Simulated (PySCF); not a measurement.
B(Me)2(NH2) (C2H8BN), SMILES NB(C)C. Geometry: TPSSh-D3(BJ)/def2-SVP. Other conformers were not sampled.

The numbers are results of TPSSh-D3(BJ)/def2-SVP in PySCF 2.14.0, not measurements.

Harmonic wavenumbers (cm⁻¹): 81, 133, 300, 355, 385, 557, 589, 714, 791, 817, 871, 915, 949, 1203, 1315, 1352, 1374, 1451, 1456, 1469, 1487, 1614, 3010, 3014, 3080, 3084, 3096, 3097, 3560, 3660. Rotational constants (GHz): 8.164, 7.298, 4.047; symmetry number 2.

### Question
Work out the zero-point energy and the ideal-gas rigid-rotor harmonic-oscillator thermochemistry at 298.15 K and 1 atm.

### Answer
ZPE = ½ Σ hcν = ½ × 45782 cm⁻¹ = 65.45 kcal/mol. H − E(el) = 69.94 kcal/mol. Entropy in cal/(mol K): translation 38.04, rotation 23.33, vibration 12.62, total 73.98. G − E(el) = 47.88 kcal/mol. Cp = 23.27 cal/(mol K). Modes under 150 cm⁻¹ make the vibrational entropy uncertain.
